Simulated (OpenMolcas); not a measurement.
Rh5+ (d4) among equal point charges was computed by CASSCF with the d shell active (OpenMolcas, ANO-RCC-VDZP on the metal). Its lowest spin-free states, and all those of the highest spin:

```csv
2S+1,Degeneracy,E (cm-1)
5,2,0.0
5,1,3403
5,2,5410
3,2,18868
3,1,19686
3,2,21870
3,1,22650
3,2,22965
3,1,23449
3,2,23549
3,1,25207
3,2,26152
```

Problem. Is the site octahedral, tetrahedral or cube-like, axial, or of lower symmetry?

Solution. The states with 2S+1 = 5 have orbital degeneracies 2, 1, 2. There are pairs but no triples, so the site is axial: not cubic, but with a proper or improper axis of order three or more. The run had Rh5+ among 6 point charges of -1.7 e arranged as a trigonal antiprism (D3d), 2.01 Å from the ion, with a polar angle of 52.0° against the regular 54.74°.

An orbital doublet at a regular site is open to a Jahn-Teller distortion, which this geometry leaves out. Without dynamic correlation the repulsion within the d shell is too large (B by tens of per cent), so at a given field states of lower spin stand too high. Point charges give a weaker field than real ligands, and real ions of this kind are as a rule low spin; the high spin found here belongs to the model. This is an electrostatic model: the charges have no orbitals. No measured value stands beside these numbers.
